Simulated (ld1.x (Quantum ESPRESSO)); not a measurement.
# u(r) = r·R(r): atom against pseudo-atom (B (Z = 5))

Columns: radius, all-electron u(r) and pseudo u(r) of the 2p shell (level -3.56 eV) of boron in the configuration [He] 2s2 2p1; PBEsol, scalar-relativistic, RRKJ scheme, ld1.x (Quantum ESPRESSO) 7.5.

```json
{"r (bohr)": "0.118", "all-electron": "0.0360", "pseudo": "0.0138"}
{"r (bohr)": "0.235", "all-electron": "0.1107", "pseudo": "0.0533"}
{"r (bohr)": "0.353", "all-electron": "0.1972", "pseudo": "0.1152"}
{"r (bohr)": "0.470", "all-electron": "0.2808", "pseudo": "0.1924"}
{"r (bohr)": "0.588", "all-electron": "0.3572", "pseudo": "0.2789"}
{"r (bohr)": "0.705", "all-electron": "0.4229", "pseudo": "0.3657"}
{"r (bohr)": "0.822", "all-electron": "0.4787", "pseudo": "0.4469"}
{"r (bohr)": "0.940", "all-electron": "0.5252", "pseudo": "0.5177"}
{"r (bohr)": "1.058", "all-electron": "0.5620", "pseudo": "0.5739"}
{"r (bohr)": "1.175", "all-electron": "0.5892", "pseudo": "0.6139"}
{"r (bohr)": "1.292", "all-electron": "0.6082", "pseudo": "0.6388"}
{"r (bohr)": "1.410", "all-electron": "0.6199", "pseudo": "0.6505"}
{"r (bohr)": "1.528", "all-electron": "0.6254", "pseudo": "0.6516"}
{"r (bohr)": "1.645", "all-electron": "0.6254", "pseudo": "0.6452"}
{"r (bohr)": "1.763", "all-electron": "0.6209", "pseudo": "0.6340"}
{"r (bohr)": "1.880", "all-electron": "0.6128", "pseudo": "0.6202"}
{"r (bohr)": "1.998", "all-electron": "0.6016", "pseudo": "0.6050"}
{"r (bohr)": "2.115", "all-electron": "0.5880", "pseudo": "0.5892"}
{"r (bohr)": "2.232", "all-electron": "0.5726", "pseudo": "0.5728"}
{"r (bohr)": "2.350", "all-electron": "0.5556", "pseudo": "0.5556"}
{"r (bohr)": "2.468", "all-electron": "0.5374", "pseudo": "0.5374"}
{"r (bohr)": "2.585", "all-electron": "0.5187", "pseudo": "0.5187"}
{"r (bohr)": "2.702", "all-electron": "0.4995", "pseudo": "0.4995"}
{"r (bohr)": "2.820", "all-electron": "0.4798", "pseudo": "0.4798"}
{"r (bohr)": "2.938", "all-electron": "0.4600", "pseudo": "0.4600"}
{"r (bohr)": "3.055", "all-electron": "0.4406", "pseudo": "0.4406"}
```

**Question.** How many radial nodes do the two functions have?

**Answer.** The all-electron 2p function has n − l − 1 = 0; the pseudo-wave has 0.

**Question.** At about which radius was the pseudo-wave matched?

**Answer.** 2.35 bohr. The columns agree to 0.0005 from 2.23 bohr on; several derivatives are matched, so the curves merge somewhat inside the radius.

**Question.** Is the pseudo-wave norm-conserving?

**Answer.** Yes: the RRKJ scheme keeps the norm inside the radius equal to the all-electron one, which fixes the energy derivative of the logarithmic derivative at the level.
